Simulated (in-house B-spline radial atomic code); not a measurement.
Values are calculated unless marked as measured or tabulated.
What the choice of pseudopotential does to G0W0 on PBE0: Te⁺

All numbers come from a B-spline radial code for spherical atoms, non-relativistic (model numbers for so heavy an element), configuration [Kr] 4d10 5s2 5p3, open shells at high spin. Semilocal Troullier-Martins pseudo-atoms, one channel per l, are made with PBE or LDA for several valence sets and radii, with or without a model core, and set against the all-electron atom. One channel fits only the lowest state of its l, so a second state of that l is approximate. All electrons give 5p up: PBE0 -15.790 eV, G0W0 -19.017 eV, 5s down: PBE0 -21.711 eV, G0W0 -25.107 eV. Potentials are made in the ion's own configuration unless the neutral atom is named, and a smooth local potential serves every l without a channel. Potentials that miss their own reference levels by more than 6 millihartree, or need radii over 3.5 bohr, are left out. Columns give pseudo minus all-electron, in eV; a dash marks a level in the core or of low weight.

```json
{"valence": "5s 5p", "made with": "PBE, neutral atom", "radii (bohr)": "s 1.69 p 1.98", "model core (bohr)": "none", "5p up PBE0": "+0.04", "5p up G0W0": "-0.07", "5s down PBE0": "+0.23", "5s down G0W0": "+0.36"}
{"valence": "5s 5p", "made with": "PBE, neutral atom", "radii (bohr)": "s 1.88 p 2.20", "model core (bohr)": "none", "5p up PBE0": "+0.03", "5p up G0W0": "0.00", "5s down PBE0": "+0.24", "5s down G0W0": "+0.43"}
{"valence": "5s 5p", "made with": "LDA, neutral atom", "radii (bohr)": "s 2.40 p 2.81", "model core (bohr)": "none", "5p up PBE0": "-0.18", "5p up G0W0": "-0.18", "5s down PBE0": "-0.07", "5s down G0W0": "+0.17"}
{"valence": "5s 5p", "made with": "LDA", "radii (bohr)": "s 1.48 p 1.70 d 2.76", "model core (bohr)": "1.54", "5p up PBE0": "+0.07", "5p up G0W0": "+0.21", "5s down PBE0": "+0.32", "5s down G0W0": "+0.78"}
{"valence": "5s 5p", "made with": "PBE, neutral atom", "radii (bohr)": "s 2.16 p 2.53", "model core (bohr)": "1.54", "5p up PBE0": "+0.09", "5p up G0W0": "+0.14", "5s down PBE0": "+0.33", "5s down G0W0": "+0.59"}
{"valence": "5s 5p", "made with": "LDA", "radii (bohr)": "s 2.40 p 2.76 d 3.40", "model core (bohr)": "1.54", "5p up PBE0": "+0.09", "5p up G0W0": "+0.25", "5s down PBE0": "+0.30", "5s down G0W0": "+0.74"}
{"valence": "4d 5s 5p", "made with": "PBE, neutral atom", "radii (bohr)": "s 1.69 p 1.98 d 0.73", "model core (bohr)": "none", "5p up PBE0": "-0.15", "5p up G0W0": "-0.41", "5s down PBE0": "+0.06", "5s down G0W0": "-0.36"}
{"valence": "4d 5s 5p", "made with": "PBE, neutral atom", "radii (bohr)": "s 1.88 p 2.20 d 0.81", "model core (bohr)": "none", "5p up PBE0": "-0.16", "5p up G0W0": "-0.41", "5s down PBE0": "+0.06", "5s down G0W0": "-0.34"}
{"valence": "4d 5s 5p", "made with": "LDA, neutral atom", "radii (bohr)": "s 1.66 p 1.95 d 0.73", "model core (bohr)": "0.61", "5p up PBE0": "-0.15", "5p up G0W0": "-0.40", "5s down PBE0": "+0.03", "5s down G0W0": "-0.39"}
{"valence": "4d 5s 5p", "made with": "PBE, neutral atom", "radii (bohr)": "s 1.88 p 2.20 d 0.81", "model core (bohr)": "0.61", "5p up PBE0": "-0.16", "5p up G0W0": "-0.41", "5s down PBE0": "+0.01", "5s down G0W0": "-0.39"}
{"valence": "4d 5s 5p", "made with": "PBE, neutral atom", "radii (bohr)": "s 2.16 p 2.53 d 0.93", "model core (bohr)": "0.61", "5p up PBE0": "-0.16", "5p up G0W0": "-0.42", "5s down PBE0": "+0.01", "5s down G0W0": "-0.41"}
{"valence": "4p 4d 5s 5p", "made with": "LDA", "radii (bohr)": "s 2.12 p 0.86 d 0.93", "model core (bohr)": "none", "5p up PBE0": "0.00", "5p up G0W0": "+0.08", "5s down PBE0": "-0.57", "5s down G0W0": "-1.57"}
{"valence": "4p 4d 5s 5p", "made with": "PBE, neutral atom", "radii (bohr)": "s 1.88 p 0.75 d 0.81", "model core (bohr)": "0.52", "5p up PBE0": "-0.02", "5p up G0W0": "+0.04", "5s down PBE0": "-0.67", "5s down G0W0": "-1.64"}
{"valence": "4p 4d 5s 5p", "made with": "LDA", "radii (bohr)": "s 2.12 p 0.86 d 0.93", "model core (bohr)": "0.52", "5p up PBE0": "+0.06", "5p up G0W0": "+0.15", "5s down PBE0": "-0.66", "5s down G0W0": "-1.67"}
```

How does the G0W0 shift of 5p up, which all sets hold, depend on the valence set?

Mean size: 4p 4d 5s 5p: 0.09 eV; 5s 5p: 0.14 eV; 4d 5s 5p: 0.41 eV. A larger valence set can do worse when it takes only part of a shell, whose exchange with the frozen rest is then left to the functional. The means mix radii and the functional used in making the potentials.
